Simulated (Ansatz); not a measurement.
Consider the formal exchange of groups at the Si–Cl bond: `C=C(F)[SiH2]Cl` + `N#C[CH2][AlH2]` → `C=C(F)[SiH2][AlH2]` + `N#CCCl`.

Isolated molecules relaxed with PBE0-D4/def2-TZVP in Ansatz; ΔE leaves out vibrations. CBS: MP2 limit from def2 TZ/QZ plus the TZ coupled-cluster correction, frozen cores. DFT in def2-TZVPP. B3LYP here is the variant with VWN-RPA as its local correlation; programs differ in this. Each species was taken in one conformer, which may not be the lowest.

`C=C(F)[SiH2]Cl`:

Cartesian coordinates in Å:
```
C 0.286 0.139 1.565
C -0.474 -0.091 0.506
F -1.759 -0.464 0.676
Si 0.078 0.088 -1.271
Cl -0.032 -1.723 -2.226
H 1.318 0.433 1.429
H -0.098 0.039 2.575
H -0.803 1.030 -1.995
H 1.484 0.549 -1.259
```

`N#C[CH2][AlH2]`:

Cartesian coordinates in Å:
```
N -0.051 2.386 0.273
C 0.415 1.356 0.034
C 0.833 0.003 -0.226
Al -0.900 -0.903 0.147
H 1.633 -0.289 0.455
H 1.166 -0.103 -1.260
H -1.913 -1.078 -1.052
H -1.183 -1.371 1.628
```

`C=C(F)[SiH2][AlH2]`:

Cartesian coordinates in Å:
```
C -0.273 1.599 -0.967
C 0.025 1.358 0.301
F 0.182 2.411 1.139
Si 0.265 -0.327 1.111
Al -0.045 -2.154 -0.502
H -0.404 0.777 -1.658
H -0.390 2.612 -1.337
H 1.628 -0.351 1.717
H -0.696 -0.426 2.249
H -0.400 -1.839 -2.019
H 0.108 -3.663 -0.035
```

`N#CCCl`:

Cartesian coordinates in Å:
```
N -1.723 -1.226 -0.436
C -0.788 -0.588 -0.241
C 0.403 0.207 -0.018
Cl 0.293 1.144 1.486
H 0.541 0.906 -0.843
H 1.275 -0.443 0.051
```

```
             level  ΔE (kJ/mol)  difference from CCSD(T)/CBS
            PBE-D4        174.8                        -15.5
         r2SCAN-D4        195.5                          5.2
           PBE0-D4        182.6                         -7.7
          B3LYP-D4        188.9                         -1.4
           ωB97X-V        187.7                         -2.6
           ωB97M-V        197.8                          7.5
            B2PLYP        193.2                          2.9
               PBE        174.6                        -15.7
            r2SCAN        195.5                          5.2
              PBE0        182.6                         -7.7
             B3LYP        188.5                         -1.8
     HF/def2-TZVPP        200.0                          9.7
    MP2/def2-TZVPP        201.7                         11.4
SCS-MP2/def2-TZVPP        194.9                          4.6
   CCSD/def2-TZVPP        187.7                         -2.6
CCSD(T)/def2-TZVPP        185.9                         -4.4
     HF/def2-QZVPP        201.4                         11.1
    MP2/def2-QZVPP        204.8                         14.5
SCS-MP2/def2-QZVPP        198.0                          7.7
      HF/CBS(def2)        201.6                         11.3
     MP2/CBS(def2)        206.1                         15.8
    CCSD/CBS(def2)        192.1                          1.8
       CCSD(T)/CBS        190.3                            0
```

Largest T1 diagnostic among the species: 0.013.

From PBE to PBE0 (25 % exact exchange), in def2-TZVPP and without D4, ΔE moves by +7.9 kJ/mol.
